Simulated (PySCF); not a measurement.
Job file and geometry (Å, from GFN2-xTB) of an NMR shielding run on `FC(F)(F)OBc1cccs1`, C₅H₄BF₃OS, GIAO PBE0/pcSseg-1 NMR shielding, non-relativistic, gas phase (PySCF); density fitting, a coarse starting grid and PySCF grid level 2 are the driver's defaults:

```
$ OMP_NUM_THREADS=1 python probes_run.py task.json out

{"job": {"kind": "nmr", "xc": "PBE0", "basis": "pcSseg-1"}, "charge": 0, "multiplicity": 1}
F      3.486823     0.698495     1.057410
C      3.027707     0.152931    -0.081682
F      3.614791     0.817715    -1.078421
F      3.527758    -1.093966    -0.112620
O      1.724165     0.201848    -0.203314
B      0.858527    -0.393410     0.695419
C     -0.625306    -0.230594     0.400318
C     -1.238901     0.432780    -0.642297
C     -2.638817     0.383062    -0.606445
C     -3.103002    -0.320375     0.467162
S     -1.838406    -0.927042     1.442037
H      1.272386    -0.981020     1.622546
H     -0.671711     0.937037    -1.403951
H     -3.277775     0.843777    -1.338092
H     -4.122652    -0.513248     0.737398
```

Q: Write the output of this run.

A: 
```
coarse grid: 14968 points
cycle   1  E = -989.6815193808  dE =  2.201e+00  |g| = 1.051e+00  |ddm| = 3.776e+00
cycle   2  E = -989.5060748724  dE =  1.754e-01  |g| = 1.511e+00  |ddm| = 1.292e+00
cycle   3  E = -989.8700647978  dE = -3.640e-01  |g| = 7.582e-02  |ddm| = 8.252e-01
cycle   4  E = -989.8699414000  dE =  1.234e-04  |g| = 8.020e-02  |ddm| = 1.815e-01
cycle   5  E = -989.8717709814  dE = -1.830e-03  |g| = 8.560e-03  |ddm| = 8.753e-02
cycle   6  E = -989.8717843929  dE = -1.341e-05  |g| = 3.975e-03  |ddm| = 1.141e-02
cycle   7  E = -989.8717876501  dE = -3.257e-06  |g| = 1.310e-03  |ddm| = 4.333e-03
final grid: 146504 points
cycle   8  E = -989.9650657272  dE = -4.464e-05  |g| = 9.907e-03  |ddm| = 2.921e-02
cycle   9  E = -989.9650373896  dE =  2.834e-05  |g| = 1.466e-02  |ddm| = 2.089e-02
cycle  10  E = -989.9650872881  dE = -4.990e-05  |g| = 1.488e-03  |ddm| = 1.435e-02
cycle  11  E = -989.9650878561  dE = -5.681e-07  |g| = 4.698e-04  |ddm| = 1.914e-03
cycle  12  E = -989.9650879069  dE = -5.073e-08  |g| = 1.111e-04  |ddm| = 4.574e-04
cycle  13  E = -989.9650879091  dE = -2.288e-09  |g| = 6.311e-05  |ddm| = 1.584e-04
cycle  14  E = -989.9650879100  dE = -8.704e-10  |g| = 1.442e-05  |ddm| = 5.712e-05
converged SCF energy = -989.9650879100

GIAO shielding tensors (ppm)
atom      isotropic    diamagn.    paramagn.     s11        s22        s33       span
  0 F      230.959     469.835    -238.876    162.928    174.080    355.869    192.940
  1 C       56.180     235.589    -179.409     49.090     57.005     62.446     13.356
  2 F      243.246     467.696    -224.449    178.051    197.082    354.605    176.553
  3 F      230.999     469.953    -238.953    162.806    174.278    355.915    193.109
  4 O      129.863     400.023    -270.159     42.574    110.518    236.498    193.925
  5 B       62.076     195.147    -133.071     21.079     62.675    102.473     81.394
  6 C       37.795     259.588    -221.792    -35.717      8.089    141.014    176.730
  7 C       41.041     251.418    -210.377    -44.185     12.689    154.619    198.804
  8 C       53.975     254.464    -200.489    -26.115     37.240    150.799    176.914
  9 C       36.082     264.152    -228.070    -59.918     23.469    144.694    204.612
 10 S      218.888    1057.062    -838.174     66.155    195.389    395.121    328.966
 11 H       26.064      30.574      -4.510     22.596     25.293     30.303      7.707
 12 H       23.384      32.992      -9.608     19.461     23.409     27.282      7.821
 13 H       24.177      30.400      -6.223     20.794     24.904     26.834      6.040
 14 H       23.755      30.196      -6.441     21.132     23.179     26.956      5.824
```

Size and cost of the density-fitted run: 214 basis functions, 83 s wall time on 1 thread of an Arm Neoverse N1, shared host; peak memory 0.93 GiB.
